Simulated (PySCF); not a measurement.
Below is a simulated gas-phase Cl 2p photoelectron spectrum of `CO[SiH](OC)C(Cl)(Cl)Cl`.

Every computed line was given a Gaussian of 0.5 eV full width at half maximum and an area set by the number of equivalent atoms (split 2:1 within a doublet); the highest printed point is 100. Level of theory: delta-SCF UKS SCAN, pcX-2 on the ionised atom, pcseg-1 elsewhere, spin-free X2C (PySCF 2.14.0).

```json
{"binding energy (eV)": "205.7", "intensity": "0"}
{"binding energy (eV)": "205.8", "intensity": "1"}
{"binding energy (eV)": "205.9", "intensity": "4"}
{"binding energy (eV)": "206.0", "intensity": "11"}
{"binding energy (eV)": "206.1", "intensity": "26"}
{"binding energy (eV)": "206.2", "intensity": "51"}
{"binding energy (eV)": "206.3", "intensity": "80"}
{"binding energy (eV)": "206.4", "intensity": "100"}
{"binding energy (eV)": "206.5", "intensity": "100"}
{"binding energy (eV)": "206.6", "intensity": "80"}
{"binding energy (eV)": "206.7", "intensity": "51"}
{"binding energy (eV)": "206.8", "intensity": "26"}
{"binding energy (eV)": "206.9", "intensity": "11"}
{"binding energy (eV)": "207.0", "intensity": "4"}
{"binding energy (eV)": "207.1", "intensity": "1"}
{"binding energy (eV)": "207.2", "intensity": "0"}
{"binding energy (eV)": "207.3", "intensity": "0"}
{"binding energy (eV)": "207.4", "intensity": "0"}
{"binding energy (eV)": "207.5", "intensity": "1"}
{"binding energy (eV)": "207.6", "intensity": "3"}
{"binding energy (eV)": "207.7", "intensity": "8"}
{"binding energy (eV)": "207.8", "intensity": "18"}
{"binding energy (eV)": "207.9", "intensity": "32"}
{"binding energy (eV)": "208.0", "intensity": "46"}
{"binding energy (eV)": "208.1", "intensity": "51"}
{"binding energy (eV)": "208.2", "intensity": "46"}
{"binding energy (eV)": "208.3", "intensity": "34"}
{"binding energy (eV)": "208.4", "intensity": "19"}
{"binding energy (eV)": "208.5", "intensity": "9"}
{"binding energy (eV)": "208.6", "intensity": "3"}
{"binding energy (eV)": "208.7", "intensity": "1"}
{"binding energy (eV)": "208.8", "intensity": "0"}
```

Q: Count the maxima, the lines and the sites behind this envelope.

A: The curve has 2 maxima (at 206.4 and 208.1 eV). Under it lie 2 lines from 1 inequivalent chlorine site, drawn as a 2p3/2, 2p1/2 pair.

Q: Decompose the envelope and assign each component. Numbering: `[CH3:1][O:2][SiH:3]([O:4][CH3:5])[C:6]([Cl:7])([Cl:8])[Cl:9]`.

A: 
```
position (eV)  relative area      line        atoms               environment
       206.45           2.00  Cl 2p3/2  Cl7/Cl8/Cl9  chlorine of a CCl3 group
       208.10           1.00  Cl 2p1/2  Cl7/Cl8/Cl9  chlorine of a CCl3 group
```

No satellites, vibrations or lifetime broadening are included. Topologically equivalent atoms share the value of their first member; where this conformer doesn't relate them by symmetry, their own values could differ. The 2p values add to the ΔSCF energy of one spin-free hole a correction within the shell (spin–orbit coupling, ligand field). 2p1/2 minus 2p3/2 (ligand field included): Cl 1.65 eV. Geometry: PBE0-D3(BJ)/def2-SVP, one conformer, isolated molecule.

The values belong to the conformer `[CH3:1][O:2][SiH:3]([O:4][CH3:5])[C:6]([Cl:7])([Cl:8])[Cl:9]`: C1–O2–Si3–O4 -170°, O2–Si3–O4–C5 57°, O2–Si3–C6–Cl7 73°.
